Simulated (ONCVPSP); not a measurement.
**Transferability test, ONCV potential for nickel**

ONCVPSP 4.0.1 input, shortened (lines: element, Z, core and valence counts, functional; n l f; lmax; l rc ep ncon nbas qcut; lloc lpopt rc5 dvloc0; l nproj debl; icmod fcfact rcfact), PBEsol, scalar-relativistic:

```
  Ni 28.00    3    4  -116133      upf
    1    0    2.00
    2    0    2.00
    2    1    6.00
    3    0    2.00
    3    1    6.00
    3    2    8.00
    4    0    1.50
    2
    0    1.00    0.00    4    8   11.80
    1    1.00    0.00    4    8   13.50
    2    0.85    0.00    4    9   15.20
    4    3    0.85    3.00
    0    2    3.90
    1    2    3.20
    2    1    2.60
    3    3.50    1.35
```

Energies are relative to the spin-unpolarised reference configuration 3s2 3p6 3d8 4s1.5; without spin polarisation the order of configurations can differ from experiment.

```
valence configuration  charge  ΔE all-electron (eV)  error AE − PS (meV)
      3s2 3p6 3d8 4s2       0                -3.728                 +0.3
      3s2 3p6 3d8 4s1      +1                 5.609                 -0.3
      3s2 3p5 3d8 4s2      +1                75.667                 -9.0
```

What are ΔE and the potential's error for 3s2 3p6 3d8 4s0?

ΔE = 22.871 eV all-electron; the error (AE − PS) is -0.2 meV.

Levels in the configuration 3s2 3p5 3d8 4s2:

```json
{"level": "3s", "all-electron (eV)": "-127.924", "pseudo (eV)": "-127.917"}
{"level": "3p", "all-electron (eV)": "-88.208", "pseudo (eV)": "-88.173"}
{"level": "3d", "all-electron (eV)": "-24.824", "pseudo (eV)": "-24.859"}
{"level": "4s", "all-electron (eV)": "-15.126", "pseudo (eV)": "-15.121"}
```
